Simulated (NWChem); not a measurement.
**A calculation on CuF**

SMILES: [Cu][F]
```xyz
2

Cu     0.0000     0.0000    -0.4146
F      0.0000     0.0000     1.3359
```
Charge 0, spin multiplicity 1.

All runs are NWChem calculations. The geometry was optimised at B3LYP/def2-SVP, a minimum by its harmonic frequencies.

Static limit.

The structure started from a generated list of species.

Q: Give the polarisability tensor in bohr³ at PBE/def2-SVPD, in the frame of the coordinates, and its isotropic mean.

A: 
```
24.28   0.00   0.00
 0.00  24.28   0.00
 0.00   0.00  28.69
```
Mean (one third of the trace): 25.75 bohr³.
